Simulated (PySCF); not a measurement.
GaI2, SMILES [I][Ga+][I], charge +1.

Geometry: r2SCAN-D4/def2-SVP. The multiplicity is an assumed one; other spin states were not compared. The isomer is the one that the SMILES or the coordinates give; other isomers of the formula were not compared. The def2 effective core potentials stand for the cores of I; spin–orbit coupling is left out.

The numbers are results of PySCF with r2SCAN-D4/def2-SVP, not measurements.

Frequencies are harmonic and unscaled.

Modes within 1.5 cm⁻¹ of each other (mostly degenerate sets) share a row, with their intensities summed.

```json
[
 {"mode": "1–2", "ν (cm⁻¹)": "68", "IR (km/mol)": "5.7", "Raman (Å⁴/amu)": "0.0", "depolarisation": "–", "moving atoms (share of kinetic energy)": "Ga 78 %, I 22 %"},
 {"mode": "3", "ν (cm⁻¹)": "178", "IR (km/mol)": "0.0", "Raman (Å⁴/amu)": "17.1", "depolarisation": "0.27", "moving atoms (share of kinetic energy)": "I 100 %"},
 {"mode": "4", "ν (cm⁻¹)": "393", "IR (km/mol)": "54.7", "Raman (Å⁴/amu)": "0.0", "depolarisation": "–", "moving atoms (share of kinetic energy)": "Ga 78 %, I 22 %"}
]
```
